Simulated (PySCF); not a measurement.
## Correlation energy of Pd³⁺ (palladium, charge +3)

Starting occupation: [Kr] 4d6 5s1, 4d3/2 with m_j = +3/2, 4d5/2 with m_j = -3/2, -1/2, +1/2, +3/2, +5/2, 5s1/2 with m_j = +1/2. All numbers are calculated (PySCF 2.14, X2C-1e with screened-nucleus spin-orbit coupling, Gaussian nucleus, in x2c-SVPall-2c with one added diffuse shell each of s, p, d type (7s9p7d1f, 76 functions)). Frozen: [Ar] 3d10; 15 electrons correlated; the 6 highest virtual spinors left out.

MP2 pair energies summed by pair of shells (mhartree):

```
 pair   energy  share (%)
4d-4p  -124.37       40.5
4d-4d   -81.75       26.6
4p-4p   -49.81       16.2
4d-5s   -16.66        5.4
4p-4s   -13.72        4.5
4p-5s   -10.23        3.3
4d-4s    -7.30        2.4
4s-4s    -2.49        0.8
4s-5s    -0.63        0.2
```

Total MP2 correlation energy: -306.95 mhartree.

The GHF reference relaxed away from the jj start to a determinant that is no pure jj level (⟨S²⟩ = 8.68, ⟨J²⟩ = 24.76); the energies belong to that determinant.

This basis was not built for core-valence correlation, so the inner-shell part is incomplete.
